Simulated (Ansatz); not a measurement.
CH$_{6}$BFOSi (`B[SiH2]C(O)F`), 11 atoms. Charge 0, multiplicity 1. All runs use 4 threads of a server CPU on a shared host. Correlated methods freeze the cores.

**Question.** How many basis functions does each run have, and how long does it take in Ansatz? RKS PBE0-D4/def2-QZVPP energy; RHF-MP2/def2-QZVPP energy; RHF-CCSD(T)/def2-SVP energy; RKS PBE0-D4/def2-SVP energy; RKS ωB97M-V/def2-QZVPP energy; RKS PBE0-D4/def2-TZVP relaxation (16 steps); RKS ωB97M-V/def2-SVP energy; RKS PBE0-D4/def2-TZVP frequencies; RKS r2SCAN-D4/def2-TZVPP energy and forces; RHF-CCSD(T)/def2-TZVPP energy; direct RPA on PBE orbitals/def2-TZVPP energy; RKS HSE06 (plane-wave form)-D4/def2-TZVPP energy. (An estimate is asked.)

**Answer.** Computed: Other jobs shared the machine, so times are rough.

```tsv
level	job	functions	wall time	peak host memory (GiB)
RKS PBE0-D4/def2-SVP	energy	104	0.85 s	0.22
RKS HSE06 (plane-wave form)-D4/def2-TZVPP	energy	250	2.7 s	0.6
RKS ωB97M-V/def2-SVP	energy	104	3.2 s	0.31
RKS r2SCAN-D4/def2-TZVPP	energy and forces	250	3.5 s	0.34
RHF-CCSD(T)/def2-SVP	energy	104	4.3 s	0.48
direct RPA on PBE orbitals/def2-TZVPP	energy	250	4.4 s	0.59
RKS PBE0-D4/def2-QZVPP	energy	478	6.5 s	1.6
RKS ωB97M-V/def2-QZVPP	energy	478	16 s	1.9
RHF-MP2/def2-QZVPP	energy	478	18 s	2.9
RKS PBE0-D4/def2-TZVP	relaxation (16 steps)	197	41 s	0.47
RKS PBE0-D4/def2-TZVP	frequencies	197	2 min	0.48
RHF-CCSD(T)/def2-TZVPP	energy	250	2.2 min	5.5
```
